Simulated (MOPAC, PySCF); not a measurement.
[Hf(NH2)4], neutral singlet in the gas phase. 

Cartesian coordinates (Å):
```xyz
13

Hf    -0.1053     0.0010    -0.0447
N      0.9130    -1.5171     0.9042
H      0.7936    -2.5328     0.8115
H      1.7173    -1.3534     1.5246
N      1.2667     1.3885    -0.7036
H      1.2439     2.4115    -0.6177
H      2.1684     1.1307    -1.1268
N     -1.1765    -0.7449    -1.6378
H     -2.0757    -1.2336    -1.5320
H     -0.9859    -0.6576    -2.6430
N     -1.4286     0.8830     1.2635
H     -2.2338     1.4452     0.9569
H     -1.4778     0.7998     2.2858
```
Charge 0, spin multiplicity 1.

All levels are single points at this geometry (BP86-D3(BJ)/def2-SVP); Pople sets use spherical d functions. Orbital energies aren't observables, and empty levels follow the basis.

BP86/6-31G* (LANL2DZ on Hf) in PySCF gives gap (eV) = 4.67.

### Question
Estimate the gap (eV) from each of these levels: PBE-D3(BJ)/def2-TZVP in PySCF; TPSSh-D3(BJ)/def2-TZVP in PySCF; B3LYP/6-311+G** (LANL2DZ on Hf) in PySCF; B3LYP/6-31G* (LANL2DZ on Hf) in PySCF; PBE/6-31G* (LANL2DZ on Hf) in PySCF; HF/6-31G* (LANL2DZ on Hf) in PySCF; PM6 in MOPAC; PM7 in MOPAC.

### Answer

| level | gap (eV) |
|---|---|
| PBE-D3(BJ)/def2-TZVP in PySCF | 4.70 |
| TPSSh-D3(BJ)/def2-TZVP in PySCF | 5.79 |
| B3LYP/6-311+G** (LANL2DZ on Hf) in PySCF | 6.19 |
| B3LYP/6-31G* (LANL2DZ on Hf) in PySCF | 6.42 |
| PBE/6-31G* (LANL2DZ on Hf) in PySCF | 4.68 |
| HF/6-31G* (LANL2DZ on Hf) in PySCF | 12.19 |
| PM6 in MOPAC | 8.23 |
| PM7 in MOPAC | 11.24 |
